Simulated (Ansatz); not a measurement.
Gas-phase electronic energies from Ansatz, PBE0-D4/def2-TZVP geometries. CCSD(T)/CBS adds triple-zeta CCSD(T) − MP2 to the extrapolated MP2 energy (def2 sets, frozen cores). This one scheme is used for every species. DFT in def2-TZVPP. B3LYP here is the variant with VWN-RPA as its local correlation; programs differ in this. One conformer a species, not always the lowest.

Consider the hydrogenolysis of the Si–F bond: `F[Si](Cl)(Cl)[SiH2]Cl` + H₂ → `Cl[SiH2][SiH](Cl)Cl` + H–F.

```csv
level,ΔE (kJ/mol),difference from CCSD(T)/CBS
PBE-D4,117.2,-1.1
ωB97X-V,122.1,3.8
B2PLYP,122.4,4.1
r2SCAN,129.0,10.7
PBE0,111.5,-6.8
B3LYP,120.1,1.8
HF/def2-TZVPP,116.1,-2.2
MP2/def2-TZVPP,121.7,3.4
SCS-MP2/def2-TZVPP,120.7,2.4
CCSD/def2-TZVPP,115.7,-2.6
CCSD(T)/def2-TZVPP,117.8,-0.5
HF/def2-QZVPP,117.9,-0.4
MP2/def2-QZVPP,122.7,4.4
HF/CBS(def2),118.2,-0.1
MP2/CBS(def2),122.3,4.0
CCSD/CBS(def2),116.3,-2.0
CCSD(T)/CBS,118.3,0
```

Largest T1 diagnostic among the species: 0.011.

The D4 term adds +4.6 kJ/mol with B3LYP and +2.4 kJ/mol with PBE0; it sums over pairs of atoms, weighted by their polarisabilities, and B3LYP, whose exchange is more repulsive, gets the larger term.

CCSD(T)/CBS has its own doubt, a few kJ/mol and more with outer-core shells, so smaller differences from it don't rank the levels.
